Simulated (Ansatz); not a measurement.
Ansatz (a program for electronic structure) input (PBE/3-21G): The .json file is the Basis Set Exchange's 3-21G.

Ansatz 0.2 input:
```yaml
crystal:
  periodic: [false, false, false]
  atoms:
    - {symbol: B, position_ang: [-0.92994411, 0.36245407, -0.52356380]}
    - {symbol: F, position_ang: [-2.19740190, 0.25216418, -0.29244463]}
    - {symbol: B, position_ang: [0.54962741, -0.07742270, 0.09558151]}
    - {symbol: F, position_ang: [1.17597794, -1.16277611, -0.34738303]}
    - {symbol: F, position_ang: [1.23271102, 0.75226117, 0.87759560]}
basis:
  gaussian:
    orbitals: 3-21G.json
hamiltonian:
  xc: {name: PBE}
magnetization: {spin_polarized: true, initial_magnetization: 1}
output: {forces: true}
```

What final total energy does it give?

-347.05661 Eh.
